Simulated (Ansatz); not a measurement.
System (SMILES): [GaH] (GaH) (closed-shell singlet).
Geometry (B3LYP-D3(BJ)/def2-TZVP, fixed):
```
Ga
H 1 1.6890
```

Basis-set convergence of the dipole moment at CCSD(T) with Ansatz (an electronic-structure program). Dipoles come from the density behind the forces; the sign is taken along the dipole that this method gives in the largest set. The reference of a correlated method is not its basis-set limit, which lies further on. All functions are spherical. Cores are frozen (with 3d on Ga to Br). No added dispersion term, no relativity. Reference: the value in aug-pcseg-3, 0.342 D, itself unsure by roughly 0.008 D (its mean distance from aug-cc-pVQZ, def2-QZVPPD). Deviations are taken from unrounded values.

```tsv
basis	functions	dipole moment (D)
cc-pVDZ	32	0.246
aug-cc-pVDZ	45	0.393
pcseg-1	32	0.247
aug-pcseg-1	45	0.273
def2-SVP	37	0.155
def2-SVPD	46	0.348
def2-TZVP	54	0.272
def2-TZVPD	63	0.300
cc-pVTZ	57	0.289
aug-cc-pVTZ	82	0.345
pcseg-2	57	0.386
aug-pcseg-2	82	0.338
def2-TZVPP	62	0.348
def2-TZVPPD	71	0.339
cc-pVQZ	98	0.304
aug-cc-pVQZ	139	0.331
pcseg-3	101	0.348
aug-pcseg-3	142	0.342
def2-QZVPP	119	0.312
def2-QZVPPD	128	0.336
```

What the diffuse functions change, pair by pair:
- cc-pVDZ to aug-cc-pVDZ: 13 more functions, deviation -0.096 to 0.051 D
- pcseg-1 to aug-pcseg-1: 13 more functions, deviation -0.095 to -0.069 D
- def2-SVP to def2-SVPD: 9 more functions, deviation -0.187 to 0.006 D
- def2-TZVP to def2-TZVPD: 9 more functions, deviation -0.070 to -0.042 D
- cc-pVTZ to aug-cc-pVTZ: 25 more functions, deviation -0.053 to 0.003 D
- pcseg-2 to aug-pcseg-2: 25 more functions, deviation 0.044 to -0.004 D
- def2-TZVPP to def2-TZVPPD: 9 more functions, deviation 0.006 to -0.003 D
- cc-pVQZ to aug-cc-pVQZ: 41 more functions, deviation -0.038 to -0.011 D
- pcseg-3 to aug-pcseg-3: 41 more functions, deviation 0.006 to 0.000 D
- def2-QZVPP to def2-QZVPPD: 9 more functions, deviation -0.030 to -0.006 D

Leaving out the reference's own pair, they bring the value nearer the reference by more than 0.008 D in 8 of 9 pairs.
